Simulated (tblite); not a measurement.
Species: C2H8O3SSi.
Numbering: `[CH3:1][CH2:2][O:3][Si:4]([OH:5])([OH:6])[SH:7]` (hydrogens: H8, H9, H10 on C1; H11, H12 on C2; H13 on O5; H14 on O6; H15 on S7)

Geometry (GFN2-xTB, Å), atoms numbered from 1 in this order:
```xyz
15
C2H8O3SSi angstrom
C     -1.632   -1.577   -0.977
C     -0.912   -0.875    0.162
O      0.000    0.061   -0.372
Si     1.067    0.953    0.436
O      0.329    1.652    1.697
O      2.353    0.169    1.048
S      1.761    2.345   -1.035
H     -2.163   -0.850   -1.585
H     -2.342   -2.294   -0.576
H     -0.915   -2.097   -1.607
H     -1.621   -0.344    0.805
H     -0.366   -1.597    0.778
H      0.840    2.130    2.345
H      3.005   -0.219    0.470
H      0.590    2.551   -1.610
```

Computed values, GFN2-xTB/tblite, gas phase, harmonic and unscaled. This tight-binding method is rough: wavenumbers can miss measured ones by several per cent, in bad cases by 10 to 20. Modes of hydrogen on sulfur can be 10 to 20 % off. One conformer, not necessarily the lowest.

Harmonic wavenumbers (cm⁻¹): 26.3, 63.9, 82.8, 120.9, 166.2, 188.6, 207.1, 244.2, 269.8, 297.7, 302.8, 318.0, 371.7, 541.2, 708.5, 772.6, 823.3, 824.9, 828.2, 900.7, 941.8, 1019.8, 1099.7, 1139.6, 1145.3, 1258.0, 1341.7, 1399.3, 1474.9, 1486.3, 1493.5, 2504.7, 2915.5, 2939.9, 3045.1, 3047.7, 3051.0, 3670.6, 3676.4.

A = 2529, B = 1108, C = 957.4 MHz; mass 139.996 u (most abundant isotopes); point group C1, symmetry number 1.

Q: What is the zero-point energy?

A: Half the sum of the wavenumbers: 23355 cm⁻¹ = 279.39 kJ/mol.

Q: Give the ideal-gas entropy at 298.15 K and 1 bar in the rigid-rotor, harmonic-oscillator model (classical rotation).

A: Translation 170.49, rotation 122.06, vibration 146.40: S = 438.9 J/(mol K).

Q: And Cp and H(298.15 K) − H(0)?

A: Cp = 161.50 J/(mol K), of which vibrations give 128.24 (their classical limit is 39 R = 324.3); H(298.15 K) − H(0) = 31.66 kJ/mol without the zero-point energy, 21.74 from vibrations.

Q: Which modes carry the vibrational entropy at 298.15 K?

A: 26.3 cm⁻¹: 25.48; 63.9 cm⁻¹: 18.13; 82.8 cm⁻¹: 16.00; 120.9 cm⁻¹: 12.91; 166.2 cm⁻¹: 10.37; 188.6 cm⁻¹: 9.38 J/(mol K); the other 33 give 54.13 together.

Q: Blend soft modes into free rotors: weight 1/[1 + (100 cm⁻¹/ν̃)⁴] for the oscillator and the rest for a rotor with moment μB/(μ + B), μ = h/(8π²ν), B = 10⁻⁴⁴ kg m². What vibrational entropy results?

A: 132.02 J/(mol K) in place of 146.40, which changes −T·S at 298.15 K by +4.29 kJ/mol.

Q: What must be added to the electronic energy to get the Gibbs energy at 298.15 K and 1 bar?

A: ZPE + [H(298.15 K) − H(0)] − T·S = 279.39 + 31.66 − 130.87 = 180.18 kJ/mol.

Q: How do the functions run with temperature in this model?

A: 
```json
{"T (K)": "50", "S (J/(mol K))": "253.2", "Cp (J/(mol K))": "60.5", "H − H(0) (kJ/mol)": "2.27", "G − H(0) (kJ/mol)": "-10.39", "ln q(vib)": "0.95"}
{"T (K)": "100", "S (J/(mol K))": "304.7", "Cp (J/(mol K))": "90.7", "H − H(0) (kJ/mol)": "6.07", "G − H(0) (kJ/mol)": "-24.40", "ln q(vib)": "2.53"}
{"T (K)": "373.15", "S (J/(mol K))": "477.5", "Cp (J/(mol K))": "182.8", "H − H(0) (kJ/mol)": "44.58", "G − H(0) (kJ/mol)": "-133.60", "ln q(vib)": "10.98"}
{"T (K)": "500", "S (J/(mol K))": "535.3", "Cp (J/(mol K))": "212.4", "H − H(0) (kJ/mol)": "69.73", "G − H(0) (kJ/mol)": "-197.93", "ln q(vib)": "14.36"}
{"T (K)": "750", "S (J/(mol K))": "629.7", "Cp (J/(mol K))": "252.6", "H − H(0) (kJ/mol)": "128.25", "G − H(0) (kJ/mol)": "-344.02", "ln q(vib)": "20.29"}
{"T (K)": "1000", "S (J/(mol K))": "706.2", "Cp (J/(mol K))": "279.0", "H − H(0) (kJ/mol)": "194.91", "G − H(0) (kJ/mol)": "-511.30", "ln q(vib)": "25.47"}
```

q(vib) and H(0) count from the zero-point level.

Hindered rotation and anharmonicity are outside this model. Other conformers, if any are populated, would add a mixing term that is left out. The structure is chiral; the term R ln 2 for an equal mix with its mirror image is left out.
